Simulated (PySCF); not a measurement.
Compound: C4H3N2O2 (charge -1).
Structure used (GFN2-xTB), in Å, numbered top down from 1:
```xyz
11
C4H3N2O2 angstrom
O      2.8826   -0.8914    0.1401
C      2.0844    0.0392    0.0368
O      2.2972    1.2649   -0.0737
C      0.5688   -0.2690    0.0347
N     -0.1381   -1.3750    0.1252
C     -1.4379   -0.9905    0.0620
C     -1.5339    0.3675   -0.0688
N     -0.2466    0.8086   -0.0844
H     -2.2326   -1.7142    0.1148
H     -2.3793    1.0247   -0.1488
H      0.1407    1.7379   -0.1639
```

NICS is the negative of the GIAO shielding at a point without a nucleus: at the ring centre (0) and 1 Å above and below it (1); zz is the component along the ring normal. Level: GIAO PBE0/pcSseg-1 (PySCF, non-relativistic, gas phase) on the GFN2-xTB geometry, one conformer.

Ring bond lengths (Å), with Mayer bond orders in brackets: C4–N5 1.316 (1.54), N5–C6 1.357 (1.39), C6–C7 1.368 (1.51), C7–N8 1.361 (1.14), N8–C4 1.357 (1.16).

Give the NICS values of each ring in ppm.

```csv
ring,type,NICS(0),"NICS(1), two faces","NICS(1)zz, two faces",rms pucker (Å),"centre to ring atoms, mean (Å)"
C4–N5–C6–C7–N8,5-membered ring with 2 N; formal bonds all aromatic,-13.1,-11.6 / -11.6,-30.6 / -30.6,0.00,1.15
```

What can be read from them?

- C4–N5–C6–C7–N8: mean NICS(1)zz -30.6 ppm, shielded. For a flat ring without four-coordinate atoms the NICS criterion counts such a value as aromatic.

How equal are the bonds by HOMA? HOMA = 1 − mean of α(R − Ropt)² over the ring bonds, with Krygowski's 1993 parameters (CC: Ropt 1.388 Å, α 257.7 Å⁻²; CN: Ropt 1.334 Å, α 93.52 Å⁻²).

- C4–N5–C6–C7–N8: HOMA 0.94; the largest term is that of C6–C7, α(R − Ropt)² = 0.11. The geometric and the magnetic index point the same way.

What is the mean of the two in-plane components of NICS at the first NICS(1) probe listed for ring C4–N5–C6–C7–N8, 1 Å off the ring?

The isotropic value is a third of the trace: (3 × -11.6 − (-30.6))/2 = -2.1 ppm.

How shielded are the nuclei of the rings and their hydrogens (means over atoms taken as equivalent)?

```tsv
atoms	environment	σ isotropic (ppm)	principal values of the symmetric part, first atom (ppm)
C4	substituted aromatic carbon	28.1	-25.7, 11.7, 98.3
N5	pyridine-type nitrogen	-21.0	-251.6, -73.9, 262.6
C6	aromatic CH next to a ring nitrogen	55.6	-22.9, 67.9, 121.9
C7	aromatic CH next to a ring nitrogen	77.1	-3.2, 85.8, 148.7
N8	pyrrole-type nitrogen	73.5	-28.6, 84.1, 165.0
H9	aromatic hydrogen	24.97	22.2, 25.4, 27.3
H10	aromatic hydrogen	25.39	23.3, 26.0, 26.8
H11	N–H hydrogen	21.53	14.2, 23.7, 26.8
```

On AMD EPYC 9R14, one thread, shared host, this took 11 s and 0.70 GiB of memory at its peak. This is the whole shielding run at PBE0/pcSseg-1, SCF included.
